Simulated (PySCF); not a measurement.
C₃H₉ClOSi, SMILES OCCC[SiH2]Cl.

Geometry: ωB97X-D3(BJ)/def2-SVP. The structure was generated by enumeration, and PubChem lists no compound with its InChIKey, so it may never have been made. One conformer was computed; it need not be the lowest.

Two levels are set side by side: TDA-PBE/def2-SVPD (PySCF) and TDA-PBE0/def2-SVPD (PySCF). Vertical, same geometry. The lowest singlet is HOMO→LUMO 99 % with PBE and HOMO→LUMO 78 %, HOMO→LUMO+1 12 % with the other functional; states are paired by order. Differences are taken from unrounded values.

```tsv
quantity	TDA-PBE
lowest singlet excitation (eV)	5.81
lowest triplet excitation (TDA) (eV)	5.72
```

Problem. These are the TDA-PBE values. What does TDA-PBE0 give? (An estimate is asked for; the answer gives what the named calculation found.)

Solution. 
```tsv
quantity	TDA-PBE0	TDA-PBE minus TDA-PBE0
lowest singlet excitation (eV)	6.95	-1.14
lowest triplet excitation (TDA) (eV)	6.67	-0.95
```

A lower first singlet is the usual sign of a functional without exact exchange. Differences between two approximate levels are no errors against the true value.

Rough cost on one machine, each run with all the roots and properties that it gave: TDA-PBE0 against TDA-PBE about 3 times.
